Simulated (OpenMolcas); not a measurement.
**Fe2+: ligand-field states by method**

Fe2+ with its 8 nearest fluoride ions at 2.277 Å, on the Ca site of CaF2 (a = 5.46294 Å, distance in the model lattice 2.366 Å). The rest of the host is ab initio model potentials to 7.6 Å and point charges beyond; the distance is set by hand and nothing relaxes. Ligand basis ANO-RCC-VDZP.

| Quantity | Value |
| --- | --- |
| Program | OpenMolcas 26.06 |
| Basis | ANO-RCC-VDZP [5s4p2d1f] |
| Scalar Hamiltonian | DKH2, point nucleus |
| Active space | 6 electrons in 5 orbitals (3d) |
| State averaging | 2S+1 = 5 even, 5 roots; 2S+1 = 3 even, 45 roots; 2S+1 = 1 even, 50 roots |
| Spin-orbit coupling | RASSI with atomic mean-field integrals over the reference wave functions |

I. CASSCF
II. SS-CASPT2, IPEA 0.25 Eh, imaginary shift 0.1 Eh (closed shells correlated: 3s 3p and the ligand valence shells)

Spin-free states (labels of O, the rotations of Oh) in cm-1, each column counted from its own energy of the first state listed:

| State | Degeneracy | I | II |
| --- | --- | --- | --- |
| 5E | 2 | 0 | 0 |
| 5T2 | 3 | 3914 | 4540 |
| 3T1 | 3 | 20729 | 18810 |
| 3E | 2 | 22497 | 20510 |
| 3T1 | 3 | 24116 | 20650 |
| 3T2 | 3 | 24142 | 21690 |
| 3A2 | 1 | 26087 | 22020 |
| 3T1 | 3 | 26594 | 24470 |
| 3T2 | 3 | 27827 | 25270 |
| 3A1 | 1 | 27888 | 24620 |
| 3E | 2 | 29573 | 26670 |
| 3T1 | 3 | 29774 | 26930 |
| 3T1 | 3 | 30866 | 28910 |
| 1T2 | 3 | 31818 | 28940 |
| 1E | 2 | 31904 | 28890 |
| 3T2 | 3 | 32158 | 30140 |
| 1A2 | 1 | 33593 | 30630 |
| 1T2 | 3 | 34253 | 30710 |
| 1A1 | 1 | 34431 | 30500 |
| 1T1 | 3 | 34934 | 31570 |

From I to II, I's first state of the same spin (5T2) moves from 3914 to 4540 cm-1, by about +630 cm-1.

From I to II, I's first state of another spin (3T1) moves from 20729 to 18810 cm-1, by about -1900 cm-1.

χT at 300 K: I 3.41, II 3.36 cm3 K/mol.

Roots that are degenerate in the reference are averaged as groups; the widest CASPT2 spread within a group is 660 cm-1 (the 3-fold group of multiplicity 3 near 55300 cm-1 above the lowest state of its run, II). Shifts and gaps below about the spread of the groups concerned are not significant. Over all roots computed the reference weight is 0.68 to 0.70 in II; a low but even weight reflects the number of correlated electrons. An orbital doublet at a regular site is open to a Jahn-Teller distortion, which this geometry leaves out. Ligand-to-metal charge-transfer states are missing. Without dynamic correlation the repulsion within the d shell is too large (B by tens of per cent), so at a given field states of lower spin stand too high (holds for I). With no ligand orbital active B as a rule stays too high, so bands that hang on it stand too high and its fall with covalency is understated (holds for I). With metal d orbitals alone and no dynamic correlation 10Dq can be off by a tenth to a fifth, either way, in oxide and fluoride hosts (holds for I). A single d shell leaves out the double-shell effect, which counts most for late 3d ions, where the CASPT2 field can be off either way by tens of per cent (holds for II). These CASPT2 states fit no ligand-field parameters well, so their order and spin gaps are uncertain (holds for II). For late 3d ions with one d shell CASPT2 can put B and the spin-flip bands somewhat low as well as high (holds for II). With one d shell and no ligand orbital active, 10Dq can be off by tens of per cent for divalent 3d ions, low with halides held by bare charges and at times high in hosts, and the orbital part of g and χT goes as 1/10Dq (holds for II). Free-ion shares, where given, are those of the reference states; single-state CASPT2 does not remix them (holds for II). No measured value stands beside these numbers; the geometry was set by hand and not optimised.
